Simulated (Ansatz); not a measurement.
Program: Ansatz. Geometries: PBE0-D4/def2-TZVP. ΔE: electronic, gas phase. CCSD(T)/CBS adds triple-zeta CCSD(T) − MP2 to the extrapolated MP2 energy (def2 sets, frozen cores). This one scheme is used for every species. DFT in def2-TZVPP. Each species was taken in one conformer, which may not be the lowest.

Reaction (ligand exchange at a B–N bond): `BN=CF` + `B1N[SiH2]1` → `BN1B[SiH2]1` + `N=CF`

`BN=CF`:

Cartesian coordinates in Å:
```
B -0.441 -0.884 -0.898
N 0.055 -0.009 0.024
C 0.475 0.791 0.848
F -0.242 1.845 1.257
H -0.234 -0.676 -2.057
H -1.057 -1.834 -0.516
H 1.444 0.766 1.344
```

`B1N[SiH2]1`:

Z-matrix (Å, degrees):
```
Si
N 1 1.756
B 1 1.929 2 43.6
H 1 1.486 2 115.1 3 115.6
H 1 1.486 2 115.1 3 -115.6
H 2 1.009 1 147.6 3 -180.0
H 3 1.187 1 162.0 2 180.0
```

`BN1B[SiH2]1`:

```xyz
9

B    -0.975    0.633   -1.128
N    -0.198   -0.017   -0.128
B    -0.272   -1.189    0.642
Si    1.251   -0.038    0.906
H    -0.601    1.672   -1.591
H    -1.995    0.119   -1.488
H    -1.049   -2.083    0.722
H     2.530   -0.158    0.165
H     1.309    1.060    1.901
```

`N=CF`:

Z-matrix (Å, degrees):
```
C
N 1 1.242
F 1 1.328 2 120.0
H 1 1.092 2 129.8 3 -180.0
H 2 1.016 1 110.6 3 -180.0
```

CCSD(T)/CBS gives +5.0 kcal/mol.

(1) Another level gave +4.8 kcal/mol. Which?
A. RPA@PBE/def2-TZVPP
B. CAM-B3LYP-D4/def2-TZVPP
C. revPBE/def2-TZVPP
D. CCSD(T)/def2-TZVPP

Largest T1 diagnostic among the species: 0.015.

Answers

(1) D. CCSD(T)/def2-TZVPP 4.8, RPA@PBE/def2-TZVPP 3.4, CAM-B3LYP-D4 7.2, revPBE 9.4 kcal/mol.

In def2-TZVPP, CCSD(T) changes the Hartree–Fock value by +3.8 kcal/mol (the triples alone add +0.6 kcal/mol) and MP2 by +3.9 kcal/mol. From r2SCAN to r2SCAN0 (25 % exact exchange), in def2-TZVPP and without D4, ΔE moves by −1.4 kcal/mol.
